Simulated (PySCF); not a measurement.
C3H9FSi2. Atoms are numbered in the order given.

```xyz
15

F     -0.2866     2.3727     0.3824
C      0.6822     1.5033     0.0490
C      0.5586     0.1878     0.2642
Si     1.9734    -0.9364    -0.2358
C     -0.6990    -0.3889     0.8705
Si    -2.0138    -0.7655    -0.4527
H      1.5472     2.0045    -0.3943
H      1.5082    -1.9583    -1.2183
H      3.0648    -0.1221    -0.8429
H      2.4948    -1.6611     0.9609
H     -0.4873    -1.3207     1.4209
H     -1.1464     0.3170     1.5897
H     -1.4694    -1.7303    -1.4515
H     -3.2252    -1.3627     0.1842
H     -2.3934     0.4933    -1.1534
```

Geometry optimised at B3LYP-D3(BJ)/def2-SVP. The structure was generated by enumeration; whether it is a known compound was not checked. One conformer was computed; it need not be the lowest.

The numbers are results of PBE/def2-TZVP (PySCF), not measurements.

Isolated molecule, no solvent.

| Property | Value |
|---|---|
| total energy | -798.06598 hartree |
| highest occupied level | -6.09 eV |
| lowest empty level | -1.23 eV |
| orbital gap | 4.85 eV |
| dipole moment | 0.70 D |
| quadrupole, principal values (traceless, Buckingham form, about the centre of nuclear charge) | -3.33, -1.44, 4.77 D·Å |
| mean static polarisability | 94.0 bohr³ (13.93 Å³) |
| polarisability, principal values | 77.1, 98.8, 106.0 bohr³ |
